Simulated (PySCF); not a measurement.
**EPR parameters of C7H7**

Compound: C₇H₇ (doublet state).
Cartesian coordinates in Å at the GFN2-xTB level; atoms count from 1:
```xyz
14
C7H7 angstrom
C     -0.4682    2.8653   -0.6541
C     -0.3285    1.7572   -0.2254
C     -0.1490    0.3945    0.2533
C      1.2828    0.0798    0.3519
C      2.2185   -0.6420   -0.1716
C     -0.7898   -0.5860   -0.7027
C     -1.5554   -1.5911   -0.3191
H     -0.5997    3.8417   -1.0142
H     -0.6111    0.3009    1.2454
H      2.0753   -1.3459   -0.9943
H      3.2353   -0.5955    0.1925
H     -0.5347   -0.4337   -1.7421
H     -1.8101   -1.7543    0.7155
H     -1.9661   -2.2914   -1.0270
```

The hyperfine couplings belong to this conformer and change with its torsions.

Identity: `C#C[C@H]([C]=C)C=C` [radical].

Computed with PySCF 2.14.0, UKS B3LYP, pcH-1 on C H, non-relativistic, mean-field spin-orbit, GIAO. Geometry: GFN2-xTB, one conformer, isolated molecule. The geometry wasn't refined by DFT: couplings that depend on bond lengths, twists or pyramidal angles can differ widely from those at the functional's own minimum. Stability of the SCF solution: not tested.

```json
{
 "g1, g2, g3": "2.00154, 2.00215, 2.00281",
 "g_iso": "2.00217",
 "Form of g": "rhombic: the two nearest values differ by 48 % of g3 − g1",
 "⟨S²⟩": "0.7590 (exact 0.7500)"
}
```

Hyperfine couplings atom by atom, in MHz; T1 to T3 are the principal values of the dipolar part; ρ(0) is the spin density at the nucleus:

| atom | isotope | a_iso | T1 | T2 | T3 | Mulliken spin population | ρ(0) (bohr⁻³) |
| --- | --- | --- | --- | --- | --- | --- | --- |
| C1 | 13C | -0.7 | -0.8 | -0.5 | 1.3 | -0.01 | -0.0006 |
| C2 | 13C | 9.4 | -1.4 | -1.2 | 2.6 | 0.01 | 0.0083 |
| C3 | 13C | 11.8 | -5.1 | -4.4 | 9.5 | -0.04 | 0.0105 |
| C4 | 13C | 281.4 | -81.2 | -60.7 | 141.9 | 0.98 | 0.2504 |
| C5 | 13C | -6.2 | -17.7 | 2.0 | 15.7 | -0.16 | -0.0055 |
| C6 | 13C | 48.8 | -8.5 | -3.5 | 12.0 | 0.01 | 0.0434 |
| C7 | 13C | 4.8 | -4.5 | -3.3 | 7.8 | 0.05 | 0.0042 |
| H8 | 1H | 0.5 | -0.8 | -0.7 | 1.5 | 0.00 | 0.0001 |
| H9 | 1H | 35.0 | -6.8 | -5.4 | 12.2 | 0.01 | 0.0078 |
| H10 | 1H | 177.6 | -4.4 | -1.8 | 6.3 | 0.09 | 0.0397 |
| H11 | 1H | 118.5 | -6.5 | -5.2 | 11.7 | 0.05 | 0.0265 |
| H12 | 1H | -0.3 | -3.6 | -1.7 | 5.3 | 0.00 | -0.0001 |
| H13 | 1H | -1.3 | -1.8 | -0.2 | 2.1 | 0.00 | -0.0003 |
| H14 | 1H | 2.3 | -2.5 | -1.0 | 3.6 | 0.00 | 0.0005 |

The largest Mulliken spin populations are on C4 (+0.98), C5 (-0.16) and H10 (+0.09). No atom but C4 exceeds +0.15. The positive populations add up to 1.21 and the negative ones to -0.21, together 2S = 1.

Under fast tumbling the dipolar parts average out, and these isotropic splittings remain: 1 × 1H (H10, I = 1/2, 2 lines) with 6.34 mT, 1 × 1H (H11, I = 1/2, 2 lines) with 4.23 mT, 1 × 1H (H9, I = 1/2, 2 lines) with 1.25 mT, 1 × 1H (H14, I = 1/2, 2 lines) with 0.08 mT and 1 × 1H (H13, I = 1/2, 2 lines) with 0.05 mT.

The 13C coupling of C4 (281.4 MHz) shows only in satellite lines or after enrichment, since that isotope makes up about 1.07 % of natural carbon.

Examples of negative spin density at the nucleus (bohr⁻³): C5 (-0.0055).

On an Arm Neoverse V1 with one thread, shared host with 32 logical CPUs at a one-minute load of 26, this took 56 s (grids of density and orbitals included) and 0.89 GiB of memory at its peak.
